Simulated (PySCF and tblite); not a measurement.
Results of a calculation; reference values are marked as such.
**Conformers and averaged properties: tetrahydropyran-4-one, C₅H₈O₂, numbered as in [O:1]=[C:2]1[CH2:3][CH2:4][O:5][CH2:6][CH2:7]1**

Conformers came from 90 starts (ETKDG and KDG, MMFF94s, GFN2-xTB); geometries are PBE0-D3(BJ)/def2-SVP. Energies: PBE0-D3(BJ)/def2-TZVP (IEF-PCM, chloroform), with GFN2-xTB thermal terms (modes under about 100 cm⁻¹ blended into free rotors). Symmetry numbers and mirror images are counted. Conformers within 3 kcal/mol (GFN2-xTB free energy) were kept, 8 at most. GIAO shieldings: PBE0/pcSseg-1 (IEF-PCM, chloroform). Couplings: B3LYP/pcSseg-1 with pcJ-1 on H (gas phase; spin-dipole term only for pairs with B, N, F, Si or P). TDDFT excitations: CAM-B3LYP/def2-SVPD (IEF-PCM, chloroform). Couplings are for ¹H; a prime marks the second kind of pair between the same two sets of atoms. Shifts are against TMS (¹H), TMS (¹³C) at the same level. Programs: PySCF with density fitting and tblite.

The 6-ring runs over atoms 2–3–4–5–6–7. Of a mirror pair one member is shown.

```
conformer                                                          shape   symmetry  E(GFN2) kcal/mol  E(DFT) kcal/mol  G(298.15 K) kcal/mol  weight %  dipole D
        1                                                   6-ring chair         Cs              0.00             0.00                  0.00      99.8      2.34
        2  6-ring twist-boat (ring torsions 58, -28, -29, 58, -26, -27°)  C2 (pair)              3.42             4.36                  3.70       0.2      1.97
```

Weights (%) against temperature:

```json
{"T (K)": "250", "1": "99.9", "2": "0.1", "S(mix) cal/mol/K": "0.01"}
{"T (K)": "273.15", "1": "99.9", "2": "0.1", "S(mix) cal/mol/K": "0.02"}
{"T (K)": "298.15", "1": "99.8", "2": "0.2", "S(mix) cal/mol/K": "0.03"}
{"T (K)": "323.15", "1": "99.7", "2": "0.3", "S(mix) cal/mol/K": "0.05"}
{"T (K)": "373.15", "1": "99.3", "2": "0.7", "S(mix) cal/mol/K": "0.10"}
```

Averaged shifts at 298.15 K. ¹H: 3.89 (H4/H6, 4H), 2.28 (H3/H7, 4H) ppm. ¹³C: 214.8 (C2), 70.4 (C4/C6), 46.5 (C3/C7) ppm.

Averaged couplings (Hz): ²J(H3,H3) -15.3, ³J(H3,H4) 7.5, ³J(H3,H4′) 5.5, ⁴J(H3,H7) 1.7, ²J(H4,H4) -12.9, ⁴J(H4,H6) -0.6, ⁴J(H4,H6′) 0.7.

Coordinates of conformer 1 (Å):

```xyz
15

O    -0.049   -2.239    1.054
C    -0.038   -1.274    0.330
C     1.231   -0.653   -0.209
C     1.197    0.869   -0.043
O     0.034    1.420   -0.595
C    -1.124    0.962    0.046
C    -1.292   -0.552   -0.109
H     1.290   -0.887   -1.286
H     2.098   -1.104    0.295
H     1.270    1.125    1.034
H     2.051    1.336   -0.553
H    -1.974    1.497   -0.400
H    -1.094    1.221    1.125
H    -2.149   -0.933    0.464
H    -1.456   -0.779   -1.177
```

Shifts are unscaled: against experiment ¹³C can be off by 15 ppm or more and ¹H by 0.8 ppm.

Search and properties took 5.3 min on 1 thread of Arm Neoverse N1 (shared host) (rough), launched as `OMP_NUM_THREADS=1 python ens_run.py task.json out`.
